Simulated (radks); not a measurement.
Results of a calculation; reference values are marked as such.
The nuclear charge of the calcium ion Ca+ is varied continuously with 19 electrons held in [Ar] 4s1. Code: a radial shooting solver on a logarithmic mesh with Libxc functionals. Model: non-relativistic Kohn-Sham, r2SCAN, spin-unpolarised, spherical densities, point nucleus; meta-GGA in the generalised Kohn-Sham scheme. By the Hellmann-Feynman theorem dE/dZ = E(electron-nucleus)/Z, the electronic potential at the nucleus.

Z = 19.5: E (hartree) -637.95761; E(electron-nucleus)/Z (hartree) -77.4168; HOMO 4s; e(HOMO) (eV) -5.220; <r> HOMO (bohr) 4.279
Z = 19.6: E (hartree) -645.72437; E(electron-nucleus)/Z (hartree) -77.9182; HOMO 4s; e(HOMO) (eV) -5.891; <r> HOMO (bohr) 4.145
Z = 19.7: E (hartree) -653.54125; E(electron-nucleus)/Z (hartree) -78.4194; HOMO 4s; e(HOMO) (eV) -6.587; <r> HOMO (bohr) 4.024
Z = 19.8: E (hartree) -661.40823; E(electron-nucleus)/Z (hartree) -78.9202; HOMO 4s; e(HOMO) (eV) -7.307; <r> HOMO (bohr) 3.912
Z = 19.9: E (hartree) -669.32528; E(electron-nucleus)/Z (hartree) -79.4208; HOMO 4s; e(HOMO) (eV) -8.052; <r> HOMO (bohr) 3.809
Z = 20: E (hartree) -677.29238; E(electron-nucleus)/Z (hartree) -79.9211; HOMO 4s; e(HOMO) (eV) -8.820; <r> HOMO (bohr) 3.713
Z = 20.1: E (hartree) -685.30950; E(electron-nucleus)/Z (hartree) -80.4213; HOMO 4s; e(HOMO) (eV) -9.611; <r> HOMO (bohr) 3.624
Z = 20.2: E (hartree) -693.37663; E(electron-nucleus)/Z (hartree) -80.9212; HOMO 4s; e(HOMO) (eV) -10.425; <r> HOMO (bohr) 3.541
Z = 20.3: E (hartree) -701.49374; E(electron-nucleus)/Z (hartree) -81.4210; HOMO 4s; e(HOMO) (eV) -11.262; <r> HOMO (bohr) 3.463
Z = 20.4: E (hartree) -709.66082; E(electron-nucleus)/Z (hartree) -81.9206; HOMO 4s; e(HOMO) (eV) -12.120; <r> HOMO (bohr) 3.389
Z = 20.5: E (hartree) -717.87785; E(electron-nucleus)/Z (hartree) -82.4200; HOMO 4s; e(HOMO) (eV) -13.000; <r> HOMO (bohr) 3.320
Z = 20.6: E (hartree) -726.14481; E(electron-nucleus)/Z (hartree) -82.9193; HOMO 4s; e(HOMO) (eV) -13.901; <r> HOMO (bohr) 3.254
Z = 20.7: E (hartree) -734.46170; E(electron-nucleus)/Z (hartree) -83.4184; HOMO 4s; e(HOMO) (eV) -14.823; <r> HOMO (bohr) 3.192
Z = 20.8: E (hartree) -742.82849; E(electron-nucleus)/Z (hartree) -83.9174; HOMO 4s; e(HOMO) (eV) -15.767; <r> HOMO (bohr) 3.133
Z = 20.9: E (hartree) -751.24518; E(electron-nucleus)/Z (hartree) -84.4163; HOMO 4s; e(HOMO) (eV) -16.731; <r> HOMO (bohr) 3.076
Z = 21: E (hartree) -759.71174; E(electron-nucleus)/Z (hartree) -84.9150; HOMO 4s; e(HOMO) (eV) -17.716; <r> HOMO (bohr) 3.022

The central difference of E at Z = 20 is -79.921 hartree, to compare with the third column; the second derivative is -5 hartree.
